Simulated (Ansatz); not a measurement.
## Molecular dynamics of H3

input.yaml

```yaml
crystal:
  periodic: [false, false, false]
  atoms:
    - { symbol: H, position_ang: [-0.0001, -0.0005, 0.0004] }
    - { symbol: H, position_ang: [0.9756, -0.0947, 0.0681] }
    - { symbol: H, position_ang: [-0.9755, 0.0952, -0.0685] }
magnetization:
  spin_polarized: true
  initial_magnetization: 1
basis:
  gaussian: { orbitals: def2-TZVP }
hamiltonian:
  xc: pbe0
  dispersion: d4
md:
  timestep: 0.5
  n_steps: 150
  ensemble: nve
  temperature: 100.0
  initial_velocities: maxwell_boltzmann
  seed: 572611
```

Run as:

```bash
$ ansatz run input.yaml --threads 1 --pin off --max-ram 2048MiB --backend cpu --events-out ev --progress --plain --runs-dir out
```

It starts from a rough guess of a transition structure, not a stationary point.

Output, in part (step lines, the closing report, with atoms numbered from 0):

```
md step     0: t =     0.00 fs  T =   100.0 K  F+E_penalty+E_count = -45.14889131 eV  E_kin = 0.012926 eV  conserved = -45.13596531 eV  (20 SCF iters)
md step     1: t =     0.50 fs  T =   125.5 K  F+E_penalty+E_count = -45.15221206 eV  E_kin = 0.016221 eV  conserved = -45.13599104 eV  (24 SCF iters)
md step     2: t =     1.00 fs  T =   169.2 K  F+E_penalty+E_count = -45.15790165 eV  E_kin = 0.021866 eV  conserved = -45.13603548 eV  (25 SCF iters)
md step     3: t =     1.50 fs  T =   225.8 K  F+E_penalty+E_count = -45.16527953 eV  E_kin = 0.029181 eV  conserved = -45.13609852 eV  (25 SCF iters)
md step     4: t =     2.00 fs  T =   287.9 K  F+E_penalty+E_count = -45.17339222 eV  E_kin = 0.037212 eV  conserved = -45.13618063 eV  (25 SCF iters)
md step     5: t =     2.50 fs  T =   346.1 K  F+E_penalty+E_count = -45.18102053 eV  E_kin = 0.044736 eV  conserved = -45.13628440 eV  (25 SCF iters)
md step     6: t =     3.00 fs  T =   388.8 K  F+E_penalty+E_count = -45.18667124 eV  E_kin = 0.050259 eV  conserved = -45.13641175 eV  (24 SCF iters)
md step     7: t =     3.50 fs  T =   403.5 K  F+E_penalty+E_count = -45.18866312 eV  E_kin = 0.052160 eV  conserved = -45.13650284 eV  (25 SCF iters)
[... lines left out ...]
Total energy: -45.41032927 eV, -1.6687988204 hartree
Atom 0 at    -1.502725     0.372362    -0.285742 Å, force    -0.821305    -0.367327     0.299622 eV/Å
Atom 1 at     3.676679    -0.444740     0.326789 Å, force    -0.000475     0.000073    -0.000055 eV/Å
Atom 2 at    -2.173953     0.072379    -0.041047 Å, force     0.821780     0.367254    -0.299567 eV/Å
Dipole moment:     0.000069    -0.000030     0.000024 e Å
```

The steps, from the saved trajectory:

| time (fs) | T (K) | potential energy less start (eV) | conserved less start (meV/atom) |
| --- | --- | --- | --- |
| 0.0 | 100 | 0.000 | 0.00 |
| 2.5 | 346 | -0.032 | -0.11 |
| 5.0 | 252 | -0.020 | -0.13 |
| 7.5 | 84 | 0.002 | 0.01 |
| 10.0 | 405 | -0.040 | -0.18 |
| 12.5 | 120 | -0.003 | 0.00 |
| 15.0 | 380 | -0.036 | -0.07 |
| 17.5 | 451 | -0.046 | -0.25 |
| 20.0 | 756 | -0.086 | -0.46 |
| 22.5 | 575 | -0.061 | 0.08 |
| 25.0 | 1275 | -0.153 | -0.53 |
| 27.5 | 1000 | -0.115 | 0.33 |
| 30.0 | 1476 | -0.178 | -0.15 |
| 32.5 | 1826 | -0.224 | -0.42 |
| 35.0 | 1472 | -0.176 | 0.50 |
| 37.5 | 1910 | -0.235 | -0.26 |
| 40.0 | 1999 | -0.247 | -0.34 |
| 42.5 | 1589 | -0.191 | 0.53 |
| 45.0 | 2014 | -0.248 | -0.32 |
| 47.5 | 1985 | -0.245 | -0.27 |
| 50.0 | 1595 | -0.192 | 0.53 |
| 52.5 | 2042 | -0.252 | -0.39 |
| 55.0 | 1937 | -0.238 | -0.22 |
| 57.5 | 1590 | -0.191 | 0.50 |
| 60.0 | 2063 | -0.255 | -0.45 |
| 62.5 | 1891 | -0.232 | -0.16 |
| 65.0 | 1596 | -0.192 | 0.45 |
| 67.5 | 2085 | -0.258 | -0.51 |
| 70.0 | 1851 | -0.227 | -0.11 |
| 72.5 | 1611 | -0.194 | 0.40 |
| 75.0 | 2109 | -0.261 | -0.56 |

All steps were run. The conserved energy stayed within 0.9 meV per atom of its start (net change -0.56 meV per atom), so the integration is sound. The system heated up, since it started high on the potential surface and ran downhill. A run of 0.075 ps of so small a system gives no equilibrium averages.

The step under study would form H1–H3 and break H1–H2. These pairs go: H1–H3 0.98 → 0.77 Å, H1–H2 0.98 → 5.28 Å. In the last frame they stand as after the step (other bonds may differ from the relaxed reactants and products). It ends as H + H2. Pairs count as bonded within 1.25 times the sum of covalent radii (0.12 Å more for H–H).

Last frame:

```xyz
3
Properties=species:S:1:pos:R:3
H -1.503 0.372 -0.286
H 3.677 -0.445 0.327
H -2.174 0.072 -0.041
```

Run time: 34 s on 1 thread of Intel(R) Xeon(R) Processor @ 2.70GHz (shared host), peak memory 0.081 GiB.
